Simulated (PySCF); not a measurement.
## Correlation energy of Si (silicon, neutral)

[Ne] 3s2 3p2, high-spin 3P determinant. Calculation: PySCF 2.14, in dyall-acv3z (19s12p6d4f, 113 functions); the spin-free X2C one-electron Hamiltonian (Gaussian nucleus). Frozen: [Ne]; 4 electrons correlated; the 23 highest virtual orbitals of each spin left out.

```tsv
level	correlation energy (mhartree)
CCSD	-75.62
(T)	-2.67
CCSD(T)	-78.29
```

Diagnostics: T1 = 0.012, D1 = 0.0307, largest double amplitude 0.072.

Is a single reference adequate?

Mostly. T1 lies below 0.03, but a double amplitude of this size points to a near-degeneracy that CCSD handles and MP2 describes poorly.
